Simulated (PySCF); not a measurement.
# Multinuclear NMR of C6H10ClNSi

Structure with atom numbers: `[CH3:1][SiH2:2][CH2:3]/[C:4]([Cl:5])=[CH:6]/[CH2:7][C:8]#[N:9]`. Hydrogens are named by the atom that carries them.

Relativity neglected, a single conformation, one averaged value for each set of equivalent atoms, isolated molecule. Geometry: GFN2-xTB; shieldings: GIAO PBE0/pcSseg-1; PySCF 2.14.

Question: Where does 29Si resonate?

Answer: 
| atoms | environment | σ (ppm) | δ (ppm) |
| --- | --- | --- | --- |
| Si2 | silicon bonded to 2 C, 2 H | 383.2 | -35.0 |

Shieldings were converted by a linear fit to measured shifts: 29Si: δ = 279.94 − 0.822σ (rms 8.9 ppm, 72 shifts, 25.8 ppm with the 6 outliers that the fit left out vs TMS, solution or neat liquid). Occasional misses reach two or three times the rms, and more in compound classes unlike the fitted ones.

On a 600 MHz spectrometer 29Si resonates near 119.2 MHz, so 1 ppm is 119.2 Hz.

Question: Predict the 15N NMR data.

Answer: 
```
atoms       environment  σ (ppm)  δ (ppm)
   N9  nitrile nitrogen    -31.2   -119.3
```

Shieldings were converted by a linear fit to measured shifts: 15N: δ = -148.07 − 0.921σ (rms 6.3 ppm, 71 shifts vs CH3NO2, solution or neat liquid). A few per cent of atoms miss by over 2 rms, more outside the fitted compound classes.

On a 500 MHz spectrometer 15N resonates near 50.7 MHz, so 1 ppm is 50.7 Hz.
